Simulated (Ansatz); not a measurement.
`[OH][GeH3]` + `NCS` → `NC[S][GeH3]` + H₂O  (ligand exchange at a Ge–O bond)

Calculated with Ansatz (gas phase, PBE0-D4/def2-TZVP geometries, no zero-point term in ΔE). CBS: MP2 limit from def2 TZ/QZ plus the TZ coupled-cluster correction, frozen cores. This one scheme is used for every species. DFT in def2-TZVPP. For Ge outer-core shells are correlated without core-valence functions, which leaves a few kJ/mol of doubt a bond. Scalar relativity is left out up to krypton. Each species was taken in one conformer, which may not be the lowest.

```json
{"level": "ωB97M-V", "ΔE (eV)": "-0.37"}
{"level": "HF/def2-SVP", "ΔE (eV)": "-0.25"}
```

(1) What does CCSD(T)/CBS give? (Best estimate.)

Largest T1 diagnostic among the species: 0.011.

Answers

(1) The calculation gave: -0.42 eV. The listed levels differ from it by 0.05, 0.17 eV.

From BLYP to BHLYP (50 % exact exchange), in def2-TZVPP and without D4, ΔE moves by −0.03 eV. At CCSD(T), def2-SVP lies +0.08 eV from the extrapolated value and def2-TZVPP +0.05 eV. In def2-TZVPP, CCSD(T) changes the Hartree–Fock value by −0.18 eV (the triples alone add −0.03 eV) and MP2 by −0.23 eV.
